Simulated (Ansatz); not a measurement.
A structure relaxed at PBE-D4/def2-SVPD in Ansatz, charge -1, doublet:

```xyz
6

W     0.1534   -0.3312   -0.1184
W     0.3358    1.9082   -0.0926
S     2.1253    0.7665   -1.0845
S    -1.5942   -1.3014   -1.3584
S    -1.5421   -1.9933    0.6547
S     0.5217    0.9512    1.9992
```

**Question.** Give its formula.

**Answer.** W2S4⁻.

**Question.** Summarise the bond lengths by kind (pairs closer than 1.2 times the sum of covalent radii, bridged metal pairs left out).

**Answer.** 6 × S–W 2.31 to 2.50 Å; 1 × S–S 2.13 Å.

In the def2 sets W takes a core potential; there is no spin–orbit coupling. The relaxation made no stability test and no search for a lower SCF solution. No other spin state of charge -1 was run. Another isomer (doublet) lies 1.94 eV lower at PBE0-D4/def2-TZVPD; other spin states weren't run for this one.
